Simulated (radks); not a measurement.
The numbers below are computed, except where a source is named.
Coulomb parameter of the 3d shell of neutral manganese in the model configuration [Ar] 3d5.5 4s1.5, as a second difference U = [E(n + 0.25) + E(n - 0.25) - 2 E(n)] / (0.25)^2 with all orbitals relaxed. "Bare": the charge of the atom changes with n. "Screened": the 4s shell takes up the change at fixed total charge, which measures U(3d,3d) + U(4s,4s) - 2 U(3d,4s). Code: a radial shooting solver on a logarithmic mesh with Libxc functionals. Model: scalar-relativistic Kohn-Sham, LDA (Slater exchange, Perdew-Wang correlation), spin-unpolarised, spherical densities, finite nucleus; Fermi nuclear charge, rms radius 3.7057 fm.

| case | configuration | E - E(n) (eV) |
|---|---|---|
| start | [Ar] 3d5.5 4s1.5 | 0.000 |
| bare +0.25 | [Ar] 3d5.75 4s1.5 | -0.967 |
| bare -0.25 | [Ar] 3d5.25 4s1.5 | 1.622 |
| screened +0.25 | [Ar] 3d5.75 4s1.25 | -0.016 |
| screened -0.25 | [Ar] 3d5.25 4s1.75 | 0.169 |

U(bare) = 10.480 eV, U(screened by 4s) = 2.452 eV, against the Slater integral F0(3d,3d) = 20.077 eV with frozen orbitals. The step up makes a negative ion, whose loosely bound charge lowers the bare value.
